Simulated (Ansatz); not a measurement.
`[SiH3]B1CO1` → `B1CO1` + `[SiH2]` at 298.15 K and 1 bar (silylene loss).

Program: Ansatz. Geometries: PBE0-D4/def2-TZVP. ΔE: electronic, gas phase. CBS: MP2 limit from def2 TZ/QZ plus the TZ coupled-cluster correction, frozen cores. This one scheme is used for every species.

```csv
species,CCSD(T)/CBS energy (Eh),H − E (kJ/mol),S (J/(mol·K))
`[SiH3]B1CO1`,-430.07962,171.9,314.3
`B1CO1`,-139.80191,122.0,247.7
`[SiH2]`,-290.19011,40.6,207.5
```

H − E and S are ideal-gas, rigid-rotor, harmonic terms from PBE0-D4/def2-TZVP. 1 Eh = 2625.50 kJ/mol, R = 8.31446 J/(mol·K).

**Question.** By hand: ΔE, ΔH, ΔS and ΔG.

**Answer.** ΔE = (-139.80191) + (-290.19011) − (-430.07962) = 0.08760 Eh = 230.0 kJ/mol. Δ(H − E) = 122.0 + 40.6 − 171.9 = -9.3, so ΔH = 220.7 kJ/mol. ΔS = 247.7 + 207.5 − 314.3 = 140.9 J/(mol·K). ΔG = 220.7 − 298.15 × (140.9)/1000 = 178.7 kJ/mol.

**Question.** By hand: the equilibrium constant, and the temperature at which ΔG would vanish if ΔH and ΔS stayed fixed.

**Answer.** log₁₀ K = −ΔG/(RT ln 10) = -31.3. ΔG = 0 at ΔH/ΔS = 1566 K.

The number of gas molecules changes by +1, which sets the sign of ΔS. A doubt of 5 kJ/mol in ΔE shifts log₁₀ K by 0.9 here. These are equilibria of isolated gas molecules and say nothing of rates. Largest T1 diagnostic: 0.016 (customary marks: 0.02 for closed shells, 0.045 for open ones).
